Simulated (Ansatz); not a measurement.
Geometry optimisation, RKS PBE0-D4/def2-SVP in Ansatz 0.2.0.

The input (input.yaml):

```yaml
crystal:
  periodic: [false, false, false]
  atoms:
    - { symbol: Ge, position_ang: [-0.198445, -0.304791, -0.097587] }
    - { symbol: H, position_ang: [-0.236779, -0.370591, 1.440764] }
    - { symbol: H, position_ang: [1.199002, -0.217553, -0.711293] }
    - { symbol: Cl, position_ang: [-1.364515, 1.387112, -0.7285] }
    - { symbol: F, position_ang: [-0.969117, -1.7121, -0.757758] }
    - { symbol: Si, position_ang: [1.2046, 2.588942, 1.32512] }
    - { symbol: H, position_ang: [2.41252, 2.863855, 2.160227] }
    - { symbol: H, position_ang: [1.554489, 2.729782, -0.116] }
    - { symbol: H, position_ang: [0.111434, 3.532038, 1.691116] }
    - { symbol: H, position_ang: [0.756511, 1.211205, 1.600411] }
basis:
  gaussian: { orbitals: def2-SVP }
hamiltonian:
  xc: pbe0
  dispersion: d4
relax:
  f_tol: 0.03
  max_steps: 50
```

Command:

```bash
$ ansatz run input.yaml --threads 4 --pin off --max-ram 5120MiB --backend cpu --events-out ev --progress --plain --runs-dir out
```

Where does it end, and by what steps?

The run converged. The force dipped under the threshold on the way, but the program's further checks kept it going. After 6 steps the energy has fallen by 0.182 eV; H2 moved furthest, 0.65 Å.

```json
{"step": "0", "energy less start (eV)": "0.0000", "largest force component (eV/Å)": "0.606", "accepted": "yes"}
{"step": "1", "energy less start (eV)": "-0.1152", "largest force component (eV/Å)": "0.143", "accepted": "yes"}
{"step": "2", "energy less start (eV)": "-0.1618", "largest force component (eV/Å)": "0.120", "accepted": "yes"}
{"step": "3", "energy less start (eV)": "-0.1728", "largest force component (eV/Å)": "0.285", "accepted": "yes"}
{"step": "4", "energy less start (eV)": "-0.1797", "largest force component (eV/Å)": "0.087", "accepted": "yes"}
{"step": "5", "energy less start (eV)": "-0.1815", "largest force component (eV/Å)": "0.028", "accepted": "yes"}
{"step": "6", "energy less start (eV)": "-0.1819", "largest force component (eV/Å)": "0.024", "accepted": "yes"}
```

```xyz
10
Properties=species:S:1:pos:R:3
Ge -0.346 -0.536 -0.124
H -0.634 -0.870 1.340
H 1.115 -0.479 -0.568
Cl -1.295 1.329 -0.616
F -1.129 -1.746 -1.089
Si 1.347 2.811 1.367
H 2.475 3.359 2.179
H 1.663 2.947 -0.083
H 0.085 3.534 1.699
H 1.189 1.358 1.701
```

Whether the end is a true minimum wasn't checked by a vibrational analysis.

The run took 13 s on 4 threads of Arm Neoverse V2, with other jobs on the host, peak memory 0.28 GiB.
